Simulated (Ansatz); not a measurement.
Mulliken charges of `F[SiH](Cl)I` from PBE/def2-TZVPP in Ansatz (PBE0-D4/def2-TZVP geometry).

```tsv
atom	x (Å)	y (Å)	z (Å)	charge (e)
F1	0.629	0.411	-1.476	-0.239
Si2	0.077	0.133	-0.018	0.543
Cl3	1.477	-0.930	0.994	-0.168
I4	-1.982	-1.109	-0.196	-0.091
H5	-0.150	1.421	0.655	-0.045
```

**Question.** By hand: the dipole of these point charges (1 e Å = 4.8032 D).

**Answer.** Σ q r = (-0.170, 0.167, 0.164) e Å, of length 0.289 e Å = 1.39 D.

**Question.** How does the dipole of the full density compare? (Estimate.)

**Answer.** Ansatz gave: (-0.106, 0.076, 0.132) e Å, 0.89 D; the point charges give 1.56 times that, at 13° from its direction.

Point charges leave out the atoms' own dipoles, such as those of lone pairs, and Mulliken's split depends on the basis, so the two needn't agree.
